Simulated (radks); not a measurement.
All-electron atom: I VI in [Kr] 4d10 5s2.

Method: non-relativistic Kohn-Sham, PBE, spin-polarised, spherical densities, point nucleus; relativity is left out, which matters for an element this heavy; computed with a radial shooting solver on a logarithmic mesh with Libxc functionals.

Energy parts (eV):
| part | energy |
|---|---|
| total | -188154.495 |
| kinetic | 188089.169 |
| electron-nucleus | -443850.379 |
| Hartree | 72346.290 |
| exchange-correlation | -4739.574 |

Orbitals (lengths in bohr, moments of r in powers of bohr):
| orbital | occ. | eigenvalue (eV) | <1/r> |
|---|---|---|---|
| 1s | 2 | -31707.33 | 52.47 |
| 2s | 2 | -4827.287 | 12.04 |
| 2p | 6 | -4539.966 | 12.05 |
| 3s | 2 | -1019.139 | 4.393 |
| 3p | 6 | -898.3280 | 4.319 |
| 3d | 10 | -673.8159 | 4.188 |
| 4s | 2 | -225.0863 | 1.796 |
| 4p | 6 | -182.7557 | 1.695 |
| 4d | 10 | -110.4138 | 1.463 |
| 5s | 2 | -66.5986 | 0.7251 |

The highest occupied level is 5s at -66.599 eV. The electron density at the nucleus is 1.051e+05 e/bohr^3.
